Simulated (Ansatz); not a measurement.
A nudged elastic band was laid between two geometries of C$_{2}$H$_{6}$BFOSn (12 atoms, charge 0, multiplicity 1).

The calculation used Ansatz, RKS PBE-D4/def2-SVP.

```yaml
movable_images: 5
climbing_image: yes
spring: 5.0 eV/Å²
optimiser: quadratic models (default)
start_path: through a guess of the saddle point
force_threshold: 0.05 eV/Å
iteration_limit: 60
end_points: relaxed
```

Image 0:

```xyz
12
Properties=species:S:1:pos:R:3
C -0.739 -0.791 1.970
C -0.582 0.328 0.985
F -0.737 1.549 1.586
O -1.451 0.230 -0.220
B -0.124 0.307 -0.481
Sn 1.223 0.374 -2.274
H 0.049 -0.719 2.747
H -0.651 -1.774 1.471
H -1.728 -0.725 2.470
H 2.192 1.802 -2.227
H 0.335 0.351 -3.754
H 2.289 -0.986 -2.241
```

Image 6:

```xyz
12
Properties=species:S:1:pos:R:3
C -0.773 -0.676 1.068
C -1.113 0.741 1.232
F -2.254 1.275 1.616
O -0.160 1.467 0.898
B 0.642 -0.049 0.496
Sn 1.016 -0.056 -1.742
H -0.717 -1.206 2.042
H 1.612 -0.106 1.228
H -1.488 -1.217 0.416
H 2.119 1.164 -2.292
H -0.459 0.185 -2.641
H 1.654 -1.576 -2.288
```

(1) What changes between the two ends?

(2) Give the energies along the band, and the barrier.

Results:

(1) Bonds broken: C1–H8. Bonds formed: C1–B5, B5–H8.

(2) The run ended unconverged. The highest image is number 2 of 0 to 6, 3.37 eV above the first end and 3.10 eV above the last; the last end lies 0.26 eV above the first. The band didn't meet its force threshold, so its energies are provisional: the largest band force was still 0.13 eV/Å, and over the last iterations the top stayed at 3.37 eV. Neighbouring images lie up to 3.6 Å apart, so the band is torn or far too coarse. Inner images lie below an end point, which means an intermediate or an end that isn't the lowest structure nearby. The orbitals stay closed-shell, which can raise the energy where a bond breaks towards radicals; this wasn't checked here.

| image | path coordinate (Å) | energy (eV) | C1–H8 (Å) | C1–B5 (Å) | B5–H8 (Å) |
| --- | --- | --- | --- | --- | --- |
| 0 | 0.00 | 0.00 | 1.11 | 2.76 | 2.90 |
| 1 | 1.12 | 0.23 | 1.11 | 2.61 | 2.53 |
| 2 | 2.24 | 3.37 | 1.43 | 2.50 | 1.51 |
| 3 | 5.80 | 0.46 | 2.36 | 1.66 | 1.21 |
| 4 | 9.37 | 0.15 | 2.93 | 3.07 | 1.22 |
| 5 | 12.93 | 0.28 | 2.46 | 1.65 | 1.22 |
| 6 | 16.49 | 0.26 | 2.46 | 1.65 | 1.22 |

The run took 6.4 min on 2 threads of Intel(R) Xeon(R) 6975P-C (Granite Rapids) (shared host), peak memory 0.19 GiB.
